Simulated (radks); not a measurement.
Results of a calculation; reference values are marked as such.
Orbital eigenvalues (eV) of the hafnium ion Hf8+, [Kr] 4d10 4f13 5s2 5p3, at several levels of relativity; Dirac values are averaged over j with weights 2j + 1. Spin-unpolarised spherical Kohn-Sham, BLYP, point nucleus unless stated (finite: rms radius 5.347 fm), a radial shooting solver on a logarithmic mesh with Libxc functionals. A level marked "c x" has the speed of light scaled by that factor and shares open shells by 2j + 1; other Dirac levels either fill j = l - 1/2 first or share by 2j + 1.

| shell | non-rel. | Dirac, 2j+1 shares | Dirac, low j first | Dirac, 2j+1 shares, finite nucleus | change of magnitude, last against first (%) |
|---|---|---|---|---|---|
| 2p | -9539.5 | -9977.6 | -9976.6 | -9977.7 | +4.59 |
| 3s | -2347.9 | -2666.9 | -2665.9 | -2666.2 | +13.55 |
| 3p | -2154.8 | -2274.5 | -2273.6 | -2274.6 | +5.56 |
| 3d | -1794.5 | -1780.5 | -1779.5 | -1780.5 | -0.78 |
| 4s | -559.34 | -638.08 | -637.18 | -637.91 | +14.05 |
| 4p | -479.60 | -507.96 | -507.06 | -507.97 | +5.91 |
| 4d | -334.80 | -332.31 | -331.42 | -332.32 | -0.74 |
| 5s | -167.73 | -182.48 | -181.91 | -182.45 | +8.77 |
| 4f | -147.54 | -140.92 | -140.09 | -140.92 | -4.49 |
| 5p | -142.70 | -147.07 | -146.59 | -147.07 | +3.07 |
| 5d (empty) | -102.00 | -101.14 | -100.80 | -101.14 | -0.84 |
| 6s (empty) | -79.346 | -83.779 | -83.632 | -83.770 | +5.57 |
